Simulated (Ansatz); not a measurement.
One change: `CC(C)=CF` becomes `CC(=O)C=C(C)C`.

Ansatz, PBE0-D4/def2-TZVP geometries, multiplicity 1. Each molecule was computed in one conformer, which needn't be the lowest.

```csv
property,`CC(C)=CF`
LUMO energy (PBE0/def2-TZVPP) / eV,0.73
LUMO energy (B3LYP/def2-TZVPP) / eV,0.46
size of the dipole moment (PBE/def2-TZVPP) / D,1.49
HOMO–LUMO gap (PBE/def2-TZVPP) / eV,5.38
HOMO–LUMO gap (ωB97M-V/def2-TZVPP) / eV,11.82
HOMO energy (B3LYP/def2-TZVPP) / eV,-6.69
```

**Question.** Give the same properties after the change, and the shifts. (An estimate is asked.)

**Answer.** The calculation gave: 
| property | `CC(=O)C=C(C)C` | shift |
| --- | --- | --- |
| LUMO energy (PBE0/def2-TZVPP) / eV | -1.31 | -2.04 |
| LUMO energy (B3LYP/def2-TZVPP) / eV | -1.52 | -1.98 |
| size of the dipole moment (PBE/def2-TZVPP) / D | 2.86 | 1.37 |
| HOMO–LUMO gap (PBE/def2-TZVPP) / eV | 3.05 | -2.33 |
| HOMO–LUMO gap (ωB97M-V/def2-TZVPP) / eV | 10.19 | -1.63 |
| HOMO energy (B3LYP/def2-TZVPP) / eV | -6.70 | -0.01 |

With PBE0 the HOMO falls by 0.06 eV and the LUMO falls by 2.04 eV, so the gap narrows by about 1.98 eV. PBE moves the HOMO by 0.34 eV and ωB97M-V by -0.24 eV. Dipoles are sizes alone; their direction can turn.

B3LYP here is the variant with VWN-RPA as its local correlation; programs differ in this.
